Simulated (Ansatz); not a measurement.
Basis-set extrapolation for `FC1([SiH3])CB1Cl` (PBE0-D4/def2-TZVP geometry, frozen core, Ansatz). Multiplicity 1, RHF reference.

|  | def2-TZVPP | def2-QZVPP |
| --- | --- | --- |
| HF | -951.274904 | -951.305142 |
| MP2 correlation | -0.979964 | -1.059760 |
| CCSD(T) correlation | -1.075840 | not run |

Energies in hartree. Use E(X) = E(∞) + A·exp(−7.88·√X) for Hartree–Fock and E(X) = E(∞) + B·X^(−2.97) for correlation, with X = 3 and 4, and add CCSD(T) minus MP2 of the smaller set to the MP2 limit.

**Question.** What is the CCSD(T) energy at the basis-set limit?

**Answer.** HF limit: -951.305142 + (-0.030238) × 0.13774 = -951.30931. MP2 limit: -1.059760 + (-0.079796) × 0.74074 = -1.11887. Higher-order term: -1.075840 − (-0.979964) = -0.09588. Total: -952.52406 hartree, 108.8 kcal/mol below CCSD(T)/def2-TZVPP.
